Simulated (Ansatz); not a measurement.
Cost and result for the atomization energy of AsH$_{4}$In (`[AsH2][InH2]`) (6 atoms, 5 bonds).

Total charge 0; spin multiplicity 1. Correlated methods include outer-core shells of As, In, which these sets cover unevenly. Scalar relativity is left out up to krypton. In: def2 effective core potential. All single points use the PBE0-D4/def2-TZVP geometry. Program: Ansatz. All runs use 2 threads of an Arm Neoverse V1 on a shared host. Times are those of one run each, without the atoms' runs, and a repeat can differ threefold. Electronic energies, without spin–orbit coupling; frozen cores. CCSD(T)/CBS adds CCSD(T) − MP2 in def2-TZVPP to the MP2 limit, and its time is that of the two runs behind it. T1 = 0.013. With those shells the extrapolation isn't a true limit. HSE06 is the plane-wave form, built on full-range PBE exchange.

CCSD(T)/CBS is a level of theory with its own doubt, some kJ/mol a heavy atom from the limit and from the frozen cores, so smaller differences don't rank the functionals.

```tsv
level	functions	wall time
revPBE-D4/def2-TZVPP	154	1.9 s
PBE-D4/def2-TZVPP (with forces)	154	2.3 s
HSE06-D4/def2-TZVPP	154	3 s
PBE0-D4/def2-TZVPP	154	3 s
CCSD(T)/def2-SVP	78	3.2 s
r2SCANh-D4/def2-TZVPP	154	4.9 s
PBE-QIDH/def2-TZVPP	154	5 s
B97M-V/def2-TZVPP	154	8.5 s
ωB97X-V/def2-TZVPP	154	9 s
ωB97M-V/def2-TZVPP (with forces)	154	11 s
MP2/def2-QZVPP	291	13 s
CCSD(T)/def2-TZVPP	154	46 s
CCSD(T)/CBS(def2)	–	59 s
```

Problem. What atomization energy does each give, and how far from CCSD(T)/CBS? (An estimate is asked.)

Solution. Ansatz gave: 
| level | atomization (kcal/mol) | difference from CCSD(T)/CBS | per bond |
| --- | --- | --- | --- |
| revPBE-D4/def2-TZVPP | 289.8 | -12.4 | -2.5 |
| PBE-D4/def2-TZVPP (with forces) | 296.6 | -5.6 | -1.1 |
| HSE06-D4/def2-TZVPP | 294.5 | -7.7 | -1.5 |
| PBE0-D4/def2-TZVPP | 294.9 | -7.3 | -1.5 |
| CCSD(T)/def2-SVP | 274.6 | -27.6 | -5.5 |
| r2SCANh-D4/def2-TZVPP | 299.5 | -2.7 | -0.5 |
| PBE-QIDH/def2-TZVPP | 292.9 | -9.3 | -1.8 |
| B97M-V/def2-TZVPP | 307.1 | 4.9 | 1.0 |
| ωB97X-V/def2-TZVPP | 308.0 | 5.8 | 1.2 |
| ωB97M-V/def2-TZVPP (with forces) | 301.5 | -0.7 | -0.1 |
| MP2/def2-QZVPP | 286.5 | -15.7 | -3.1 |
| CCSD(T)/def2-TZVPP | 294.4 | -7.8 | -1.5 |
| CCSD(T)/CBS(def2) | 302.2 | 0.0 | 0.0 |

At CCSD(T), def2-SVP lies −27.5 kcal/mol from the extrapolated value and def2-TZVPP −7.7 kcal/mol: correlation converges slowly with the basis, and small sets miss more of it in the bonded molecule than in its fragments. From r2SCAN to r2SCAN0 (25 % exact exchange), in def2-TZVPP and without D4, the atomization energy moves by −3.3 kcal/mol: exact exchange takes away binding that semilocal exchange gives to molecules. In def2-TZVPP, CCSD(T) changes the Hartree–Fock value by +92.2 kcal/mol (the triples alone add +3.9 kcal/mol) and MP2 by +79.7 kcal/mol; breaking electron pairs costs correlation energy, which Hartree–Fock lacks.

Spin–orbit coupling would lower the free In atoms strongly, and the atomization energy with them, by more than many differences here.
